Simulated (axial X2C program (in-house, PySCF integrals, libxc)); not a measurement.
## GaLa: properties at the nuclei

Computed with an axial X2C code built on PySCF integrals: two-component X2C with atomic mean-field Coulomb and Gaunt terms, Gaussian nuclei, basis La dyall-cv3z, Ga dyall-cv3z with contracted cores.

R = 2.823 Å (near the PBE0 minimum at charge 0 of the determinant lowest at the starting distance; the state shown can have its own minimum elsewhere).

Determinant lowest in the PBE0 search, Ω = 2 (⟨Sz⟩ = 2.00, ⟨Lz⟩ = 0.00 at PBE0), spin on the atoms La 1.38, Ga 0.62:

| level | Eeff magnitude (GV/cm) | Ws magnitude La (kHz) | Ws magnitude Ga (kHz) | A∥/gI La (MHz) | qzz La (a.u.) | A∥/gI Ga (MHz) | qzz Ga (a.u.) | μ (D) |
| --- | --- | --- | --- | --- | --- | --- | --- | --- |
| PBE0 | 1.06 | 0.351 | 0.205 | 1190 | -2.23 | -39.5 | -0.96 | -3.75 |
| HF | 0.999 | 0.189 | 0.233 | 1020 | -1.95 | -130 | -1.51 | -5.40 |
| r2SCAN | 1.85 | 0.682 | 0.2 | 1210 | -2.28 | -91.5 | -0.85 | -3.55 |
| B3LYP | 1.85 | 0.604 | 0.184 | 1250 | -2.35 | -1.16 | -0.87 | -3.49 |
| BP86 | 1.8 | 0.606 | 0.174 | 1250 | -2.46 | -17 | -0.81 | -3.14 |

Determinant 0.20 eV from it at PBE0 and this distance, Ω = 1 (⟨Sz⟩ = 1.00, ⟨Lz⟩ = 0.00 at PBE0), spin on the atoms La 0.41, Ga 0.59:

```json
{"level": "PBE0", "Eeff magnitude (GV/cm)": "7.18", "Ws magnitude La (kHz)": "4.42", "Ws magnitude Ga (kHz)": "0.506", "A∥/gI La (MHz)": "-1180", "qzz La (a.u.)": "-1.93", "A∥/gI Ga (MHz)": "-122", "qzz Ga (a.u.)": "-0.90", "μ (D)": "-2.82"}
{"level": "HF", "Eeff magnitude (GV/cm)": "15.9", "Ws magnitude La (kHz)": "10.4", "Ws magnitude Ga (kHz)": "0.626", "A∥/gI La (MHz)": "-1150", "qzz La (a.u.)": "-2.34", "A∥/gI Ga (MHz)": "-298", "qzz Ga (a.u.)": "-1.70", "μ (D)": "-2.99"}
{"level": "r2SCAN", "Eeff magnitude (GV/cm)": "6.17", "Ws magnitude La (kHz)": "3.62", "Ws magnitude Ga (kHz)": "0.525", "A∥/gI La (MHz)": "-940", "qzz La (a.u.)": "-1.89", "A∥/gI Ga (MHz)": "-218", "qzz Ga (a.u.)": "-0.73", "μ (D)": "-2.69"}
{"level": "B3LYP", "Eeff magnitude (GV/cm)": "6.5", "Ws magnitude La (kHz)": "4.02", "Ws magnitude Ga (kHz)": "0.449", "A∥/gI La (MHz)": "-1160", "qzz La (a.u.)": "-1.96", "A∥/gI Ga (MHz)": "-60.1", "qzz Ga (a.u.)": "-0.80", "μ (D)": "-2.37"}
{"level": "BP86", "Eeff magnitude (GV/cm)": "4.9", "Ws magnitude La (kHz)": "2.92", "Ws magnitude Ga (kHz)": "0.431", "A∥/gI La (MHz)": "-1080", "qzz La (a.u.)": "-2.09", "A∥/gI Ga (MHz)": "-85.5", "qzz Ga (a.u.)": "-0.64", "μ (D)": "-2.23"}
```

Eeff is the effective electric field on the electron electric dipole moment in this Ω state and Ws the scalar–pseudoscalar constant of the nucleus named (defined with the proton number Z and per Ω); A∥ (defined per Ω) follows by multiplying with gI = μI/(I μN); qzz is the electric field gradient, eQq0 = 234.96 MHz × Q/barn × qzz; μ is positive if the Ga end (last atom) is positive. The operators were transformed with the bare-nucleus X2C matrices; with these basis sets, hyperfine constants and field gradients can be off by tens of per cent, and where levels differ in sign neither size nor sign is settled.

Question: With gI(139La) = 0.7952, Q(139La) = 0.206 barn, Q(69Ga) = 0.171 barn (g factors from the IAEA table of nuclear moments by Stone; Q from Pyykkö, Mol. Phys. 2018), turn the PBE0 values of the first state into constants in MHz.

Answer: A∥(139La) = 1190 × 0.7952 = 946 MHz; eQq0(139La) = 234.96 × (0.206) × (-2.23) = -108 MHz; eQq0(69Ga) = 234.96 × (0.171) × (-0.96) = -38.6 MHz.

Each state is one determinant with collinear spin, which with several unpaired electrons need not be a pure state. Unrestricted Hartree–Fock can overshoot spin polarisation at the nuclei. This is the top spin component of a Σ state; components of lower Ω are not single determinants and can lie lower. With several open shells hyperfine constants can be off by a factor of several. Where Eeff spreads by more than a factor of two the levels disagree and none is to be relied on. Open-shell Ω = 0 determinants with evenly filled partner blocks cannot be reached by this program, so the Ω shown need not be the lowest component. States lie within half an eV, so the first need not be the ground state. Where a field gradient or hyperfine factor spreads by more than a factor of two over the levels, a constant derived from it is not to be relied on. PBE0 term energies can be off by some tenths of an eV.
